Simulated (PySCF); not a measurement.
1,1,1-trifluoropropane (C3H5F3), SMILES FC(F)(CC)F. Atoms are numbered in the order given.

```xyz
11

C     -0.0905    -2.0822     0.0000
C      0.8036    -0.8443     0.0000
C      0.0219     0.4498     0.0000
F     -0.7744     0.5562     1.0852
F      0.8407     1.5206     0.0000
F     -0.7744     0.5562    -1.0852
H     -0.7351    -2.0989    -0.8912
H     -0.7351    -2.0989     0.8912
H      0.5225    -2.9948     0.0000
H      1.4555    -0.8220    -0.8868
H      1.4555    -0.8220     0.8868
```
Charge 0, spin multiplicity 1.

Geometry: TPSSh-D3(BJ)/def2-SVP.

The numbers are results of HF/pcSseg-1 (PySCF), not measurements.

GIAO shieldings, no solvent; atoms alike by connectivity are averaged. δ = σ(ref) − σ: ¹³C against TMS (σ = 192.6 ppm); ¹⁹F against CFCl3 (σ = 238.5 ppm); ¹H against TMS (σ = 31.99 ppm), references at their B3LYP-D3(BJ)/def2-TZVP geometries, non-relativistic.

Computed chemical shifts:
```json
[
 {"nucleus": "¹³C", "atoms": "C3", "count": "1", "δ (ppm)": "119.4"},
 {"nucleus": "¹³C", "atoms": "C2", "count": "1", "δ (ppm)": "30.7"},
 {"nucleus": "¹³C", "atoms": "C1", "count": "1", "δ (ppm)": "10.3"},
 {"nucleus": "¹⁹F", "atoms": "F4, F5, F6", "count": "3", "δ (ppm)": "-57.8"},
 {"nucleus": "¹H", "atoms": "H10, H11", "count": "2", "δ (ppm)": "2.17"},
 {"nucleus": "¹H", "atoms": "H7, H8, H9", "count": "3", "δ (ppm)": "1.63"}
]
```
